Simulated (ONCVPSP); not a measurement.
osmium: excitation energies, all-electron against ONCV

osmium, optimised norm-conserving Vanderbilt (ONCV), made with ONCVPSP 4.0.1 (PBEsol, fully relativistic). Core [Kr] 4d10 4f14, reference 5s2 5p6 5d6 6s0.5 (charge +1.5). Waves: 5s+6s: rc 1.50 bohr, ncon 4, nbas 8, qcut 7.7 1/bohr, 2 projectors; 5p: rc 1.90 bohr, ncon 4, nbas 9, qcut 7.8 1/bohr, 2 projectors, debl 1.3 Ha; 5d: rc 2.35 bohr, ncon 4, nbas 8, qcut 8 1/bohr, 2 projectors, debl 3.3 Ha. Local part: polynomial inside 1.20 bohr (lpopt 4, dvloc0 0 Ha). Core correction: none.

Open shells are filled in proportion to 2j + 1.

In the p channel the program set the typed energies aside and used -2.205, 0.250 Ha (j = l + 1/2; the other j can differ).

Energies are relative to the spin-unpolarised reference configuration 5s2 5p6 5d6 6s0.5; without spin polarisation the order of configurations can differ from experiment.

```csv
valence configuration,charge,ΔE all-electron (eV),error AE − PS (meV)
5s2 5p6 5d6 6s2,0,-17.155,-0.7
5s2 5p6 5d6 6s0,+2,9.421,+0.2
5s2 5p6 5d7 6s1,0,-16.837,-0.1
```

What are ΔE and the potential's error for 5s2 5p6 5d6 6s1?

ΔE = -7.523 eV all-electron; the error (AE − PS) is -0.1 meV.

Levels in the configuration 5s2 5p6 5d6 6s1:

```tsv
level	all-electron (eV)	pseudo (eV)
5s j=1/2	-99.436	-99.427
5p j=3/2	-55.557	-55.554
5p j=1/2	-67.827	-67.820
5d j=5/2	-13.754	-13.755
5d j=3/2	-14.848	-14.849
6s j=1/2	-13.190	-13.190
```
